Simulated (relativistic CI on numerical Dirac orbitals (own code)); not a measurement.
**Pd⁵⁺: M2,3 absorption edge**

Computed with this model: Dirac-Coulomb-Breit CI, separate exchange-only KLI orbitals for each configuration, QED by a radiative potential, valence Slater integrals scaled by 0.8, multiplet model of core-to-valence dipole absorption; configurations [Kr] 4d5 → [Ne] 3s2 3p5 3d10 4s2 4p6 4d6; 300 K; Lorentzian 2 eV and Gaussian 0.4 eV FWHM. Energies are those of the free ion, without screening or charge transfer. The branching ratio is the share of the lower-energy edge in the whole absorption, uncertain by about 0.02 where the edges overlap. S is read from ⟨S²⟩ = S(S + 1).

Field parameters in Wybourne normalisation: D4h B²₀ = −7Ds, B⁴₀ = 21(Dq − Dt), B⁴₄ = 21√(5/14) Dq. The field is a parameter set, without covalency.

Peaks in eV (height, largest 100): 543.2 (100), 571.8 (29).

Question: Which surroundings give this spectrum?
A. D4h, 10Dq = 40450, Ds = -660, Dt = -370 cm⁻¹
B. free ion
C. D4h, 10Dq = 13800, Ds = -470, Dt = 1190 cm⁻¹

Answer: B. free ion, where the ground state has S = 2.48.
